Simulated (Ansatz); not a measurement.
| atom | x (Å) | y (Å) | z (Å) |
| --- | --- | --- | --- |
| C | 0.0000 | 0.0000 | -0.5228 |
| O | 0.0000 | 0.0000 | 0.6733 |
| H | 0.0000 | -0.9444 | -1.1247 |
| H | 0.0000 | 0.9444 | -1.1247 |

Basis set: 6-31G* (spherical functions). Frozen core: 2 orbitals. Charge 0, multiplicity 1.

Computed with Ansatz (development build ahead of 0.2.0); each method stands on the lowest determinant of its kind that the runs found. Restricted open shells among the atoms or ions are ROHF, correlated in semicanonical orbitals with singles.

The atomization energy at this shape (free ground-state atoms in the same class of orbitals less the molecule, no zero-point energy) of singlet CH2O:

```
 method  atomization energy
RHF-MP2     349.33 kcal/mol
```

Q: What does RHF give?

A: 258.97 kcal/mol.
